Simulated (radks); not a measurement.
Species: Nb28+. Configuration: [Ne] 3s2 3p1.

Calculated with a radial shooting solver on a logarithmic mesh with Libxc functionals: scalar-relativistic Kohn-Sham, PBE, spin-unpolarised, spherical densities, finite nucleus; Fermi nuclear charge, rms radius 4.324 fm.

Energy parts (eV):
part                       energy
total                  -88544.980
kinetic                 91589.638
electron-nucleus      -191935.923
Hartree                 13824.522
exchange-correlation    -2023.217

Orbitals (lengths in bohr, moments of r in powers of bohr):
orbital,occ.,eigenvalue (eV),<r^2>
1s,2,-20233.94,0.001756
2s,2,-3989.469,0.02846
2p,6,-3722.023,0.02225
3s,2,-1540.068,0.1663
3p,1,-1455.050,0.1586

The highest occupied level is 3p at -1455.0 eV. The electron density at the nucleus is 8.472e+04 e/bohr^3 (large components only). The density falls to 0.001 e/bohr^3 at r = 0.98 bohr. For comparison, the ionisation energy in NIST's Atomic Spectra Database is 1488 eV (semi-empirical). In exact Kohn-Sham theory the highest level is minus the ionisation energy, but local and semilocal functionals leave it too shallow, through self-interaction and a potential that decays too fast; potentials with the right tail come closer.

Beside tabulated values, note that spin-unpolarised runs miss the spin-polarisation part of the exchange energy of open shells.
